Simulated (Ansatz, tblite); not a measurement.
Removing and adding an electron: the cluster Ba₂O₂. Total charge 0; singlet. Geometry: PBE0-D4/def2-TZVP. Ansatz, gas phase; energy differences of separate SCF runs; the oxidised species was run as a doublet alone; the reduced species was run as a doublet alone.

```xyz
4

Ba   -1.5002   -0.6593   -0.5548
Ba    1.5003    0.6589    0.5548
O     0.4213    0.1734   -1.3447
O    -0.4215   -0.1729    1.3447
```

In the def2 sets Ba takes a core potential; there is no spin–orbit coupling. The xTB rows come from tblite. Correlated methods freeze 2 core orbitals; core or outer-core shells of Ba are correlated, in sets that lack core-valence functions. HOMO above LUMO, or a gap near zero within one spin, warns that the state may not be the lowest or that an electron is smeared out. The structure comes from a short search, and lower isomers may exist.

```json
{"level": "GFN1-xTB", "−HOMO (eV)": "10.01", "vertical IE (eV)": "12.28", "−LUMO (eV)": "8.95", "vertical EA (eV)": "7.73", "HOMO–LUMO gap (eV)": "1.05", "IE − EA (eV)": "4.54", "remarks": "–"}
{"level": "PBE-D4/def2-TZVPD", "−HOMO (eV)": "3.76", "vertical IE (eV)": "–", "−LUMO (eV)": "1.26", "vertical EA (eV)": "0.16", "HOMO–LUMO gap (eV)": "2.50", "IE − EA (eV)": "–", "remarks": "HOMO above zero (-1 doublet), gap within one spin near zero (-1 doublet)"}
{"level": "r2SCAN-D4/def2-TZVP", "−HOMO (eV)": "3.74", "vertical IE (eV)": "6.34", "−LUMO (eV)": "0.75", "vertical EA (eV)": "–", "HOMO–LUMO gap (eV)": "2.99", "IE − EA (eV)": "–", "remarks": "–"}
{"level": "PBE0-D4/def2-TZVP", "−HOMO (eV)": "4.86", "vertical IE (eV)": "6.46", "−LUMO (eV)": "0.72", "vertical EA (eV)": "–", "HOMO–LUMO gap (eV)": "4.14", "IE − EA (eV)": "–", "remarks": "–"}
{"level": "CCSD/def2-TZVPP", "−HOMO (eV)": "–", "vertical IE (eV)": "6.21", "−LUMO (eV)": "–", "vertical EA (eV)": "–", "HOMO–LUMO gap (eV)": "–", "IE − EA (eV)": "–", "remarks": "large T1 (0.022) (singlet)"}
{"level": "CCSD(T)/def2-TZVPP", "−HOMO (eV)": "–", "vertical IE (eV)": "6.43", "−LUMO (eV)": "–", "vertical EA (eV)": "–", "HOMO–LUMO gap (eV)": "–", "IE − EA (eV)": "–", "remarks": "large T1 (0.022) (singlet)"}
```

Estimate the rows for GFN2-xTB, HF/def2-TZVPP, PBE-D4/def2-TZVP, r2SCAN-D4/def2-TZVPD, PBE0-D4/def2-TZVPD, MP2/def2-TZVPP.


```
               level  −HOMO (eV)  vertical IE (eV)  −LUMO (eV)  vertical EA (eV)  HOMO–LUMO gap (eV)  IE − EA (eV)                                                                   remarks
            GFN2-xTB        9.83             13.43        9.42              6.42                0.41          7.01                                                                         –
       HF/def2-TZVPP           –              4.36           –                 –                   –             –                                                                         –
    PBE-D4/def2-TZVP        3.74              6.51        1.28                 –                2.47             –                                                                         –
r2SCAN-D4/def2-TZVPD        3.74                 –        0.71              0.05                3.04             –  HOMO above zero (-1 doublet), gap within one spin near zero (-1 doublet)
  PBE0-D4/def2-TZVPD        4.86                 –        0.70              0.05                4.16             –                                              HOMO above zero (-1 doublet)
      MP2/def2-TZVPP           –              6.94           –                 –                   –             –                                                                         –
```

   A HOMO above zero means that the electron is unbound at that level or that self-interaction error raises the level; the energy of removing that electron tells which. Raw xTB energy differences between charge states are shifted by several eV; the methods need an empirical correction for them.
